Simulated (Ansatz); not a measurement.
Gas-phase electronic energies from Ansatz, PBE0-D4/def2-TZVP geometries. CCSD(T)/CBS is the MP2 limit (def2-TZVPP, def2-QZVPP) plus CCSD(T) − MP2 in def2-TZVPP, frozen cores. Functionals use def2-TZVPP. Open shells (•) are unrestricted, without spin–orbit coupling. Spin–orbit coupling would lower the free atoms: clearly for Br. For Br outer-core shells are correlated without core-valence functions, so the limit isn't a true one: a few kJ/mol of doubt a bond, and 10 to 20 or more in all where bonds break to atoms. Scalar relativity is left out up to krypton.

Consider the homolysis of the B–Br bond: `FB(Br)Br` → `F[B]Br`• + Br•.

What is ΔE at CCSD(T)/CBS? (Best estimate.)

Computed: +451.0 kJ/mol.

What do these levels give: PBE-D4, B97M-V, B2PLYP, revPBE, BHLYP, CAM-B3LYP, HF/def2-SVP, MP2/def2-SVP, HF/def2-TZVPP, HF/def2-QZVPP, MP2/def2-QZVPP, SCS-MP2/def2-QZVPP? (Estimate.)

Ansatz gave: PBE-D4 441.5, B97M-V 439.9, B2PLYP 427.3, revPBE 411.8, BHLYP 407.2, CAM-B3LYP 419.7, HF/def2-SVP 322.4, MP2/def2-SVP 439.6, HF/def2-TZVPP 312.5, HF/def2-QZVPP 310.9, MP2/def2-QZVPP 464.3, SCS-MP2/def2-QZVPP 451.1 kJ/mol.

Largest T1 diagnostic among the species: 0.013.

At CCSD(T), def2-SVP lies −28.3 kJ/mol from the extrapolated value and def2-TZVPP −16.4 kJ/mol: correlation converges slowly with the basis, and small sets miss more of it in the bonded molecule than in its fragments. From PBE to PBE0 (25 % exact exchange), in def2-TZVPP and without D4, ΔE moves by −3.7 kJ/mol: exact exchange takes away binding that semilocal exchange gives to molecules. In def2-TZVPP, CCSD(T) changes the Hartree–Fock value by +122.1 kJ/mol (the triples alone add +11.3 kJ/mol) and MP2 by +143.0 kJ/mol; breaking electron pairs costs correlation energy, which Hartree–Fock lacks.
